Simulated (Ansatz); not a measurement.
Sn2S4, relaxed as a quintet with UKS PBE-D4/def2-SVP in Ansatz, starting from the PBE-D4/def2-SVP geometry of the neutral singlet. Force threshold 0.02 eV/Å.

In the def2 sets Sn takes a core potential; there is no spin–orbit coupling. At PBE-D4/def2-SVP a singlet of charge 0 lies 2.86 eV below the quintet, each at its own geometry. The structure comes from a short search, and lower isomers may exist.

Start:

```
atom   x (Å)   y (Å)   z (Å)
 Sn1   1.378  -1.270   0.402
 Sn2  -1.382   1.273  -0.398
  S3  -1.292  -1.283   0.236
  S4   1.289   1.284  -0.241
  S5  -1.645   0.090   1.852
  S6   1.651  -0.094  -1.851
```

Estimate the energy that the relaxation releases and the steps that it takes.

2.26 eV, in 11 steps; 29 s on 4 threads of Arm Neoverse V1 on a shared host. No frequencies were taken in this run, so the end may be a saddle point.

Does the start keep its bonding and symmetry?

Bonds lost: S3–S5, S4–S6 (atoms count from 1). Point group Ci at the start, Ci at the end, both within 0.05 Å.

Predict the relaxed structure.


```tsv
atom	x (Å)	y (Å)	z (Å)
Sn1	1.3905	-1.0375	0.1831
Sn2	-1.3906	1.0375	-0.1831
S3	-1.1214	-1.5098	0.0048
S4	1.1214	1.5098	-0.0049
S5	-1.9899	0.4706	2.1249
S6	1.9900	-0.4706	-2.1249
```
Bond lengths (bridged metal pairs left out): 6 × S–Sn 2.45 to 2.57 Å.
